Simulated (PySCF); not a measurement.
**Magnetic susceptibility: SMILES [SiH3]/C=C/[SiH2]P, C2H9PSi2**

Geometry:
| atom | x (Å) | y (Å) | z (Å) |
| --- | --- | --- | --- |
| Si1 | -2.645 | 0.500 | -0.049 |
| C2 | -0.779 | 0.340 | 0.011 |
| C3 | -0.127 | -0.831 | 0.125 |
| Si4 | 1.740 | -1.002 | 0.190 |
| P5 | 2.666 | 1.028 | -0.215 |
| H6 | -3.252 | -0.861 | 0.063 |
| H7 | -3.136 | 1.360 | 1.072 |
| H8 | -3.079 | 1.133 | -1.332 |
| H9 | -0.184 | 1.266 | -0.045 |
| H10 | -0.720 | -1.756 | 0.185 |
| H11 | 2.178 | -1.441 | 1.552 |
| H12 | 2.184 | -2.050 | -0.783 |
| H13 | 2.558 | 0.897 | -1.634 |
| H14 | 3.997 | 0.511 | -0.174 |

The calculation used GIAO B3LYP/STO-3G magnetisability, rotational g tensor and spin-rotation constants, non-relativistic, gas phase in PySCF 2.14.0. Geometry: PBE0-D3(BJ)/def2-SVP.

Task: What are the magnetisability and the molar susceptibility?

Result: Isotropic -1341 × 10⁻³⁰ J/T², or -80.8 × 10⁻⁶ cm³/mol; principal values -1496, -1335, -1193 × 10⁻³⁰ J/T², anisotropy 262 × 10⁻³⁰ J/T² (root of half the summed squared differences of the principal values). The susceptibility is in cgs units.

Task: Split it along the inertial axes a, b, c into diamagnetic and paramagnetic parts about the centre of mass, with the quadrupole moment.

Result: 
```
axis  χ (10⁻⁶ cm³/mol)  diamagnetic (10⁻⁶ cm³/mol)  paramagnetic (10⁻⁶ cm³/mol)  summed x² of all electrons (Å²)  quadrupole Θ (D Å)
   a             -80.0                      -359.1                        279.2                            316.2               +1.86
   b             -72.7                     -1419.9                       1347.2                             66.1               -1.02
   c             -89.7                     -1621.8                       1532.2                             18.5               -0.84
```
Anisotropies 2χaa − χbb − χcc = +2.4 and 2χbb − χaa − χcc = +24.3 × 10⁻⁶ cm³/mol. Θ is traceless in Buckingham's convention.

Task: And the rotational g tensor?

Result: 
```csv
axis,rotational constant (GHz),g,nuclear part,electronic part
a,4.8860,-0.0241,0.6167,-0.6408
b,0.9008,-0.0068,0.5633,-0.5701
c,0.7793,+0.0003,0.5612,-0.5609
```
Asymmetric top; isotopes 12C, 1H, 31P, 28Si; no vibrational averaging.
